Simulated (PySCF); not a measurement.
molecular hydrogen (H₂), SMILES [H][H].

The structure is a stationary point at B3LYP-D3(BJ)/def2-TZVPD.

The numbers are results of B3LYP-D3(BJ)/def2-TZVPD run with PySCF 2.14.0, not measurements.

Frequencies are harmonic and unscaled.

| mode | ν (cm⁻¹) | IR (km/mol) | moving atoms (share of kinetic energy) |
|---|---|---|---|
| 1 | 4412 | 0.0 | H 100 % |
